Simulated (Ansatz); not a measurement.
B(CF3)(H)(OH) (CH₂BF₃O), SMILES C(BO)(F)(F)F.

The structure is a stationary point at B3LYP-D3(BJ)/def2-SVP. Other conformers were not sampled.

Two levels are set side by side: PBE/def2-SVPD (Ansatz, a first-principles code) and PBE0/def2-SVPD (Ansatz). Energy differences of separate SCF runs at the same geometry; the states with an electron removed or added have multiplicity 2 and 2. Differences are taken from unrounded values.

| quantity | PBE0 |
|---|---|
| vertical ionisation energy (eV) | 12.19 |
| vertical singlet–triplet gap (eV) | 5.89 |

Q: What does PBE give, and how far is it from PBE0? (Estimate from the structure and the level; the computed values follow.)

A: 
```csv
quantity,PBE,PBE minus PBE0
vertical ionisation energy (eV),11.58,-0.61
vertical singlet–triplet gap (eV),5.41,-0.48
```
